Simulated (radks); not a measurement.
The numbers below are computed, except where a source is named.
The antimony ion Sb+, configuration [Kr] 4d10 5s2 5p1 5d1 (not the ground configuration). Level of theory: Dirac Kohn-Sham, BLYP, spin-unpolarised, spherical densities, point nucleus; open shells fill j = l - 1/2 first (a radial shooting solver on a logarithmic mesh with Libxc functionals).

Spin-orbit splittings of the eigenvalues, e(l+1/2) - e(l-1/2), with zeta = 2 splitting/(2l+1) and mean radii in bohr:

shell  occ.  splitting (eV)  zeta (eV)  <r> j=l-1/2  <r> j=l+1/2
2p        6               ?          ?       0.1032       0.1087
3p        6           46.48      30.98       0.3209       0.3322
3d       10           9.661      3.864       0.3034       0.3070
4p        6           8.625      5.750       0.8321       0.8614
4d       10           1.252     0.5007        1.019        1.032
5p        1          0.8152     0.5435        2.522        2.618
5d        1         0.04635    0.01854        4.530        4.574

Estimate the 2p splitting.

Answer. 251.9 eV (zeta = 168.0 eV).
